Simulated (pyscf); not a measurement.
**[Be–CH₃]• (SMILES [Be][CH3]), doublet**

Gas-phase minimum from PySCF at ωB97X-D3(BJ)/def2-SVP, one conformer. Other isomers of [Be–CH₃]• were not searched in full and may lie lower. 

```
C
H 1 1.1057
H 1 1.1057 2 107.15
H 1 1.1057 2 107.14 3 114.70
Be 1 1.6987 2 111.72 4 122.64
```
Charge 0, spin multiplicity 2.

Properties at ωB97X-D3(BJ)/def2-SVP:

```
Item                                                                                                                                                                    Value
---------------------------------------------------------------------------------------------------------------------  ------------------------------------------------------
Harmonic wavenumbers, unscaled                                                                                         585, 585, 858, 1229, 1425, 1425, 3036, 3132, 3133 cm⁻¹
Zero-point energy                                                                                                                                               22.0 kcal/mol
Rotational symmetry number                                                                                                                                                  3
Entropy of this conformer at 298 K and 1 atm, rigid rotor and harmonic oscillator, modes under 100 cm⁻¹ raised to 100                                         228.2 J/(mol K)
Dipole moment                                                                                                                                                          0.40 D
Spin expectation value S2                                                                                                                                               0.751
```

Single-point totals, which compare only within one level (frozen core for MP2 and CC):

| level | total energy (hartree) |
|---|---|
| ωB97X-D3(BJ)/def2-TZVP | -54.64426 |
| PBE/def2-TZVP | -54.50977 |
| r²SCAN/def2-TZVP | -54.56765 |
| B3LYP-D3(BJ)/def2-TZVP | -54.62070 |
| PBE0-D3(BJ)/def2-TZVP | -54.52733 |
| M06-2X/def2-TZVP | -54.57690 |
| ωB97M-D3(BJ)/def2-TZVP | -54.61765 |
| UHF/def2-TZVPP | -54.21862 |
| MP2/def2-TZVPP | -54.45328 |
| CCSD/def2-TZVPP | -54.47653 |
| CCSD(T)/def2-TZVPP | -54.48467 |

The CCSD(T) − MP2 part came from Ansatz, without density fitting, on the same reference.
